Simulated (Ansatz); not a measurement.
`[OH][Al]([Br])[O][SiH3]` + `C=C[SiH2]O` → `[SiH3][O][AlH][Br]` + `C=C(O)[SiH2]O`  (redistribution)

Computed with Ansatz on PBE0-D4/def2-TZVP structures; ΔE is electronic, products minus reactants. CCSD(T)/CBS adds triple-zeta CCSD(T) − MP2 to the extrapolated MP2 energy (def2 sets, frozen cores). DFT in def2-TZVPP. For Br outer-core shells are correlated without core-valence functions, which leaves a few kJ/mol of doubt a bond. Scalar relativity is left out up to krypton. One conformer a species, not always the lowest.

`[OH][Al]([Br])[O][SiH3]`:

Cartesian coordinates in Å:
```
O -0.914 -0.348 2.662
Al -0.369 0.535 1.341
Br -0.152 2.745 1.581
O 0.006 -0.190 -0.119
Si 0.501 -0.324 -1.667
H -1.032 -1.297 2.639
H 1.613 -1.308 -1.744
H -0.628 -0.799 -2.508
H 0.975 0.986 -2.184
```

`C=C[SiH2]O`:

Z-matrix (Å, degrees):
```
Si
C 1 1.857
O 1 1.649 2 111.4
H 1 1.491 2 108.7 3 122.7
H 1 1.484 2 111.0 3 -117.5
C 2 1.330 1 122.9 3 6.6
H 2 1.090 1 118.9 3 -173.1
H 3 0.958 1 117.3 2 72.7
H 6 1.087 2 121.4 1 0.7
H 6 1.086 2 122.4 1 -179.7
```

`[SiH3][O][AlH][Br]`:

Z-matrix (Å, degrees):
```
Si
O 1 1.631
H 1 1.487 2 110.7
H 1 1.486 2 109.4 3 120.3
H 1 1.486 2 109.3 3 -120.2
Al 2 1.672 1 160.4 3 -6.9
Br 6 2.248 2 118.5 1 -0.5
H 6 1.565 2 120.8 1 179.6
```

`C=C(O)[SiH2]O`:

```xyz
11

C    -1.093   -1.139   -0.699
C    -0.508   -0.286    0.140
O    -1.109    0.229    1.252
Si    1.256    0.315   -0.072
O     1.334    1.957   -0.129
H    -0.562   -1.497   -1.571
H    -2.107   -1.505   -0.548
H    -2.009   -0.111    1.322
H     2.065   -0.214    1.059
H     1.771   -0.185   -1.366
H     0.962    2.437    0.613
```

| species | CAM-B3LYP-D4 energy (Eh) |
| --- | --- |
| `[OH][Al]([Br])[O][SiH3]` | -3259.35299 |
| `C=C[SiH2]O` | -444.57623 |
| `[SiH3][O][AlH][Br]` | -3184.04303 |
| `C=C(O)[SiH2]O` | -519.81503 |

Q: Work out ΔE.

A: ΔE = (-3184.04303) + (-519.81503) − (-3259.35299) − (-444.57623) = 0.07116 Eh = +186.8 kJ/mol. CCSD(T)/CBS gives +196.3 kJ/mol.

Largest T1 diagnostic among the species: 0.012.

From BLYP to BHLYP (50 % exact exchange), in def2-TZVPP and without D4, ΔE moves by +12.9 kJ/mol. At CCSD(T), def2-SVP lies −18.1 kJ/mol from the extrapolated value and def2-TZVPP −2.1 kJ/mol. Leaving LDA and LC-ωPBE aside and taking each functional with its dispersion term where it has one, the values, not all of them listed here, spread over 22.4 kJ/mol, from revPBE-D4 to BHLYP-D4. LDA lies −8.3 kJ/mol from PBE without D4.
